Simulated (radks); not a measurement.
Initial-state core-level shifts of the cobalt ion Co+ when its valence configuration changes from [Ar] 3d8. All-electron calculation, non-relativistic Kohn-Sham, r2SCAN, spin-polarised, spherical densities, point nucleus; open shells are filled with parallel spins first; meta-GGA in the generalised Kohn-Sham scheme. Program: a radial shooting solver on a logarithmic mesh with Libxc functionals. Shifts are changes of the shell-averaged eigenvalues in eV (positive: less bound); the change of the density at the nucleus, which sets a Mossbauer isomer shift, is in e/bohr^3, on a base of 1.336e+04.

| valence | 1s | 2s | 2p | 3p | density at nucleus |
|---|---|---|---|---|---|
| 3d7 4p1 | -7.195 | -7.739 | -7.694 | -7.026 | +1.134 |
| 3d7 4s1 | -5.650 | -6.296 | -6.245 | -5.479 | +7.615 |
| 3d7.5 4p0.5 | -3.468 | -3.708 | -3.687 | -3.426 | +0.480 |
| 3d7.5 4s0.5 | -2.691 | -2.992 | -2.968 | -2.639 | +3.524 |
| 3d6 4p2 | -15.402 | -16.739 | -16.641 | -14.652 | +2.977 |
| 3d6 4s2 | -12.882 | -14.312 | -14.209 | -12.173 | +16.841 |
| 3d6 4s1 4p1 | -13.947 | -15.365 | -15.262 | -13.217 | +10.567 |
| 3d6.5 4s1.5 | -9.156 | -10.170 | -10.094 | -8.766 | +11.873 |
